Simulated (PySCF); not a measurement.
Fill in the blanks.

C₆H₁₃N.
SMILES: `CNC1CCCC1`

```json
{"property": "point group", "level": "PBE0-D3(BJ)/def2-SVP", "value": "C1"}
{"property": "rotational constants A, B, C", "level": "PBE0-D3(BJ)/def2-SVP", "value": "?"}
{"property": "dipole moment", "level": "PBE0/def2-SVPD", "value": "?"}
{"property": "HOMO energy", "level": "PBE0/def2-SVPD", "value": "-6.38 eV"}
{"property": "LUMO energy", "level": "PBE0/def2-SVPD", "value": "0.75 eV"}
{"property": "lowest singlet excitation", "level": "TDDFT PBE0/def2-SVPD", "value": "5.93 eV (209 nm, f = 0.006)"}
{"property": "strongest line among the 6 lowest singlet transitions", "level": "TDDFT PBE0/def2-SVPD", "value": "S4 at 6.79 eV (183 nm, f = 0.062)"}
{"property": "static isotropic polarisability", "level": "PBE0/def2-SVPD", "value": "?"}
{"property": "electronic spatial extent ⟨r²⟩ about the centre of nuclear charge", "level": "PBE0/def2-SVPD", "value": "914 bohr²"}
```

Gas-phase values; electronic properties from PySCF, density fitting. One conformer (not necessarily the lowest) at the PBE0-D3(BJ)/def2-SVP geometry, without solvent, vibrations or thermal averaging.

Task: Give the dipole moment.

Result: 0.86 D.

Task: The static isotropic polarisability?

Result: 80.0 au.

Task: Give the rotational constants A, B, C.

Result: 5.645, 1.732, 1.430 GHz.

A dipole of 0.86 D is allowed in C1, and pure rotational transitions are dipole-allowed. In atomic units the dipole is 0.34 e·bohr (1 au = 2.5417 D). The 6 singlets span 5.93 to 7.57 eV, and their oscillator strengths add up to 0.11.

For the geometry optimisation (PBE0-D3(BJ)/def2-SVP), rough CPU time on one thread of a shared machine: about 1.8 min.
